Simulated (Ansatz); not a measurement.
Li₅H₈⁺. Total charge 1; singlet. Geometry r2SCAN-D4/def2-TZVP; atoms count from 1.

```
atom    x (Å)    y (Å)    z (Å)
 Li1  -0.2273  -2.1886   0.9490
 Li2  -1.4423   0.3340  -0.4128
 Li3   0.5103  -0.9230  -1.1526
 Li4   0.2502   2.1768  -0.9618
 Li5   0.9214   0.5378   1.4666
  H6  -1.1073  -1.4121  -0.3173
  H7   0.7194   4.1748  -1.3565
  H8  -0.2713   1.5482   0.6479
  H9  -0.2572  -3.8396   2.2331
 H10  -0.1024   0.6565  -1.7004
 H11   0.7869   3.8816  -2.0419
 H12   1.1531  -1.0480   0.7288
 H13  -0.9335  -3.8984   1.9179
```

In the singlet, H9 and H13 lie 0.75 Å apart, H7 and H11 lie 0.75 Å apart (atoms count from 1), so H2 has formed as a molecule. The structure comes from a short search, and lower isomers may exist.

Q: Estimate the Mulliken populations from the PBE0/def2-TZVP orbitals of Ansatz.

A: 
| atom | charge (e) |
| --- | --- |
| Li1 | 0.43 |
| Li2 | 0.63 |
| Li3 | 0.64 |
| Li4 | 0.43 |
| Li5 | 0.77 |
| H6 | -0.50 |
| H7 | 0.03 |
| H8 | -0.53 |
| H9 | 0.03 |
| H10 | -0.50 |
| H11 | 0.04 |
| H12 | -0.53 |
| H13 | 0.05 |
Mulliken values and Mayer orders depend strongly on the basis.
